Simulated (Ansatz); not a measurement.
C4H9O2 (SMILES [CH2]OCC(C)O), doublet, geometry from GFN2-xTB. Base run: HF/3-21G (Ansatz, a quantum-chemistry and plane-wave program).

The Ansatz input:
Ansatz 0.2 input:
```yaml
crystal:
  periodic: [false, false, false]
  atoms:
    - {symbol: C, position_ang: [2.44429592, -1.02503628, -0.30093565]}
    - {symbol: O, position_ang: [1.31720491, -0.30874313, -0.56583977]}
    - {symbol: C, position_ang: [0.46397681, -0.08288066, 0.52738845]}
    - {symbol: C, position_ang: [-0.78368637, 0.65746024, 0.03894765]}
    - {symbol: C, position_ang: [-1.61108653, -0.22008434, -0.89623149]}
    - {symbol: O, position_ang: [-1.50290815, 1.02973766, 1.19642637]}
    - {symbol: H, position_ang: [2.49044820, -1.62960395, 0.58697247]}
    - {symbol: H, position_ang: [3.00838206, -1.27513126, -1.17673703]}
    - {symbol: H, position_ang: [0.96317964, 0.52974000, 1.29056499]}
    - {symbol: H, position_ang: [0.16839632, -1.03268951, 0.99436903]}
    - {symbol: H, position_ang: [-0.45232858, 1.55679033, -0.50523325]}
    - {symbol: H, position_ang: [-1.98942224, -1.08474277, -0.35488689]}
    - {symbol: H, position_ang: [-2.45322875, 0.33792816, -1.30164553]}
    - {symbol: H, position_ang: [-0.98643999, -0.55931603, -1.71727797]}
    - {symbol: H, position_ang: [-2.34435957, 1.41231493, 0.92416785]}
basis:
  gaussian:
    orbitals: 3-21G.json
hamiltonian:
  xc: hf
magnetization: {spin_polarized: true, initial_magnetization: 1}
```
The basis file holds 3-21G in the JSON format of the Basis Set Exchange.

The base run was repeated with changes; each row names its change, and settings that it needs were set with it.

```csv
change,ΔE vs base (mEh)
base,0.000
fitting.mean_field = def2-universal-JKFIT,0.379
lower_state_search = off,0.000
nuclear_model = gaussian,0.030
lower_state_search = full,0.000
fitting.mean_field = cc-pVTZ-JKFIT,0.126
forces = on,0.000
accuracy = high,-0.026
"point_charge = charge:0.5 position_ang:0.3746, -6.426, 1.3037",0.540
"point_charge = charge:-1.0 position_ang:1.5438, 1.0228, -6.2524",1.420
lower_state_search = light,0.000
```
